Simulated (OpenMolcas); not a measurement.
Pd3+: ligand-field states by method

Pd3+ with 6 ligands (fluoride) in octahedral coordination (Oh) at 2.07 Å. A charge of +0.5 e stands 3.2 Å behind each ligand. Ligand basis ANO-RCC-VDZP.
```
Pd    0.0000    0.0000    0.0000
F     2.0700    0.0000    0.0000
F     0.0000    2.0700    0.0000
F    -2.0700    0.0000    0.0000
F     0.0000   -2.0700    0.0000
F     0.0000    0.0000    2.0700
F     0.0000    0.0000   -2.0700
```

| Quantity | Value |
| --- | --- |
| Program | OpenMolcas |
| Basis | ANO-RCC-VTZP [7s6p4d2f1g] |
| Scalar Hamiltonian | DKH2, point nucleus |
| Active space | 7 electrons in 5 orbitals (4d) |
| State averaging | 2S+1 = 4 even, 10 roots; 2S+1 = 2 even, 40 roots |
| Spin-orbit coupling | RASSI with atomic mean-field integrals over the reference wave functions |

I. CASSCF
II. SS-CASPT2, IPEA 0.25 Eh, imaginary shift 0.1 Eh (closed shells correlated: 4s 4p and the ligand valence shells)

Spin-free states (labels of O, the rotations of Oh) in cm-1, each column counted from its own energy of the first state listed:

```json
{"State": "4T1", "Degeneracy": "3", "I": "0", "II": "0"}
{"State": "2E", "Degeneracy": "2", "I": "809", "II": "-7200"}
{"State": "4T2", "Degeneracy": "3", "I": "14008", "II": "18360"}
{"State": "2T1", "Degeneracy": "3", "I": "14295", "II": "8540"}
{"State": "2T2", "Degeneracy": "3", "I": "14623", "II": "9800"}
{"State": "2T1", "Degeneracy": "3", "I": "19205", "II": "11500"}
{"State": "4T1", "Degeneracy": "3", "I": "25510", "II": "26070"}
{"State": "2T2", "Degeneracy": "3", "I": "27392", "II": "21760"}
{"State": "2A1", "Degeneracy": "1", "I": "28373", "II": "25910"}
{"State": "4A2", "Degeneracy": "1", "I": "29704", "II": "38220"}
{"State": "2T1", "Degeneracy": "3", "I": "31406", "II": "29540"}
{"State": "2E", "Degeneracy": "2", "I": "33482", "II": "30140"}
{"State": "2T2", "Degeneracy": "3", "I": "36073", "II": "28760"}
{"State": "2T1", "Degeneracy": "3", "I": "38088", "II": "33830"}
{"State": "2T2", "Degeneracy": "3", "I": "39476", "II": "33290"}
{"State": "2E", "Degeneracy": "2", "I": "44717", "II": "46080"}
{"State": "2A2", "Degeneracy": "1", "I": "45180", "II": "37520"}
{"State": "2T1", "Degeneracy": "3", "I": "50283", "II": "50510"}
{"State": "2E", "Degeneracy": "2", "I": "63830", "II": "54720"}
{"State": "2T2", "Degeneracy": "3", "I": "67432", "II": "61880"}
```

II puts a state of multiplicity 2 lowest, 7200 cm-1 below that state.

From I to II, I's first state of the same spin (4T2) moves from 14008 to 18360 cm-1, by about +4400 cm-1.

From I to II, I's first state of another spin (2E) moves from 809 to -7200 cm-1, by about -8000 cm-1.

I: A least-squares ligand-field fit to the states below 45000 cm-1, each weighted by its degeneracy and with a free common offset, gives 10Dq = 16000 cm-1, B = 833 cm-1 and C = 3477 cm-1 (C/B = 4.18), with an rms deviation of 326 cm-1. The same method and metal basis give the free ion B = 997 cm-1 (fit to its terms below 60000 cm-1, rms deviation 13 cm-1), so the nephelauxetic ratio is β = 833 / 997 = 0.84; it hangs on how both fits weigh the states, and computed free-ion B values tend to be too large, so β mixes covalency with correlation.

II: A least-squares ligand-field fit to the states below 45000 cm-1, each weighted by its degeneracy and with a free common offset, gives 10Dq = 18843 cm-1, B = 567 cm-1 and C = 1958 cm-1 (C/B = 3.45), with an rms deviation of 602 cm-1. The same method and metal basis give the free ion B = 782 cm-1 (fit to its terms below 60000 cm-1, rms deviation 257 cm-1), so the nephelauxetic ratio is β = 567 / 782 = 0.73; it hangs on how both fits weigh the states, and computed free-ion B values tend to be too large, so β mixes covalency with correlation.

From I to II, 10Dq changes by +18 %, B by -32 % and C by -44 %.

χT at 300 K: I 2.58, II 0.53 cm3 K/mol.

Roots that are degenerate in the reference are averaged as groups; the widest CASPT2 spread within a group is 240 cm-1 (the 3-fold group of multiplicity 2 near 29000 cm-1 above the lowest state of its run, II). Shifts and gaps below about the spread of the groups concerned are not significant. Over all roots computed the reference weight is 0.67 to 0.70 in II; a low but even weight reflects the number of correlated electrons. The least metal-like active orbital is 83 % on the metal (Löwdin) and no ligand orbital is active, so the numbers are rough. Ligand-to-metal charge-transfer states are missing. With no ligand orbital active B as a rule stays too high, so bands that hang on it stand too high and its fall with covalency is understated. An orbital triplet at a regular site is open to Jahn-Teller coupling, which can distort the site and quench the lowest spin-orbit gaps and is left out (holds for I). Without dynamic correlation the repulsion within the d shell is too large (B by tens of per cent), so at a given field states of lower spin stand too high (holds for I). This shell can be high or low spin here, a state of another spin lies low, and with metal d orbitals alone active their balance is uncertain, so the ground spin may be wrong (holds for I). With metal d orbitals alone the field can be off either way by tens of per cent (holds for I). An orbital doublet at a regular site is open to a Jahn-Teller distortion, which this geometry leaves out (holds for II). This shell can be high or low spin here, a state of another spin lies low, and with metal d orbitals alone active their balance is uncertain, so the ground spin may be wrong, although the usual error favours high spin (holds for II). With one d shell and no ligand orbital active, 10Dq can be off by a tenth or more (holds for II). No measured value stands beside these numbers; the geometry is a model, was not optimised and need not be the one that this ion takes.
